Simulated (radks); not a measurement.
Radial electron density D(r) = 4 pi r^2 rho(r) of an atom or ion with 6 electrons. All-electron calculation, non-relativistic Kohn-Sham, LDA (Slater exchange, Perdew-Wang correlation), spin-unpolarised, spherical densities, point nucleus. Program: a radial shooting solver on a logarithmic mesh with Libxc functionals.

```
   r/bohr * D(r) (the largest magnitude, 7.32, reaches the edge; | marks zero)
   0.0172 |    *
  0.02204 |      *
  0.02824 |         *
  0.03618 |              *
  0.04637 |                     *
  0.05942 |                             *
  0.07614 |                                      *
  0.09758 |                                               *
    0.125 |                                                     *
   0.1602 |                                                      *
   0.2053 |                                                 *
   0.2631 |                                      *
   0.3372 |                         *
   0.4321 |                 *
   0.5537 |                *
   0.7096 |                   *
   0.9093 |                      *
    1.165 |                     *
    1.493 |              *
    1.913 |       *
    2.452 |  *
    3.142 |*
    4.026 *
     5.16 *
```

What is the nuclear charge?

Answer. Z = 7. The innermost maximum, from 1s, lies near 1/Z = 0.143 bohr (found: 0.148), and its height grows with Z. The density is that of the nitrogen ion N+ in [He] 2s2 2p2; the configuration itself is not fixed sharply by these data. D(r) has 2 maxima, at r = 0.148, 0.954 bohr, and minima at 0.511 bohr, inside which lie 2.16 electrons.
